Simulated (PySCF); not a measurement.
**How methods differ on the excitation energy of P⁺**

P⁺ [Ne] 3s2 3p2 (3P) → P⁺ [Ne] 3s1 3p3 (5S), as a difference of total energies. Computed with PySCF 2.14 in dyall-av3z (19s12p3d2f, 84 functions), with no relativity, point nucleus. Correlated levels: valence: [Ne] frozen; virtual orbitals above 40 to 60 times the deepest correlated orbital energy dropped. The calculations carry no spin-orbit coupling.

```tsv
method	excitation energy (cm⁻¹)
UHF	31319
LDA	46674
PBE	45794
PBE0	44080
r2SCAN	39348
TPSSh	44934
B2PLYP	46809
CAM-B3LYP	48871
BP86	46094
MP2 (valence)	40109
SCS-MP2 (valence)	44295
```

Errors of the correlated levels include the incompleteness of this basis and the frozen core.

For comparison: 45381 cm⁻¹ (measured; NIST levels, between the centres of gravity of the two terms).
